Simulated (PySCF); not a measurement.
## Telling isomers of C4H12Si3 apart by NMR

- PBE0/pcSseg-1 with gauge-including orbitals
- structure optimised with GFN2-xTB
- program: PySCF
- no solvent, relativity neglected, one computed conformer, one averaged value for each set of equivalent atoms

Scale: ¹H (σref 31.72), ¹³C (σref 186.93) against TMS (reference shieldings calculated alike). Where no couplings were computed, multiplicities follow the n + 1 count of equivalent neighbours, and m marks all less simple cases (inequivalent or close neighbours, rings, F or P nearby). Shifts are as computed. Against solution values, carbons near 30 ppm lie about +3 ppm off and those near 130 ppm about +5 ppm. Of 1211 compounds with measured shifts, 218 miss one by over three times the rms of a fit or turn the order of signals round; such compounds aren't used in these exercises.

(1) Tabulate the signals of `C[Si@@H]1C=C[SiH2]C[SiH2]1`, `C=C[SiH2]/C([SiH3])=C\[SiH3]` and their relative energies.

(2) What is the quickest way to tell C[Si@@H]1C=C[SiH2]C[SiH2]1 from C=C[SiH2]/C([SiH3])=C\[SiH3]?

## Answers

(1) 
```tsv
SMILES	carbon types	δC	δH	E rel. (kcal/mol)
C[Si@@H]1C=C[SiH2]C[SiH2]1	2×CH 1×CH2 1×CH3	159.6, 153.4, -4.3, -15.1	7.53 (m, 1H), 7.19 (m, 1H), 4.60 (m, 1H), 4.60 (m, 1H), 4.54 (m, 1H), 4.26 (m, 1H), 4.11 (m, 1H), 0.24 (d, 3H), 0.05 (m, 1H), -0.10 (m, 1H)	0.0
C=C[SiH2]/C([SiH3])=C\[SiH3]	1×C 2×CH 1×CH2	170.5, 165.4, 144.0, 139.4	7.94 (q, 1H), 6.56 (m, 1H), 6.51 (m, 1H), 6.28 (m, 1H), 4.79 (d, 2H), 4.29 (s, 3H), 4.24 (d, 3H)	47.2
```

Energies are electronic energies at PBE0/pcSseg-1 on these geometries, without zero-point or thermal terms, each for the one conformer computed, which needn't be the lowest.

(2) Both give the same number of carbon signals, but DEPT or the intensities differ. The first has a methyl carbon bonded to Si (CH3) at -4.3 ppm, the second a fully substituted alkene carbon (C) at 170.5 ppm. Their most deshielded carbons lie at 159.6 and 170.5 ppm. In the proton spectra the most deshielded non-exchanging signals are 7.53 (m, 1H) and 7.94 (q, 1H).
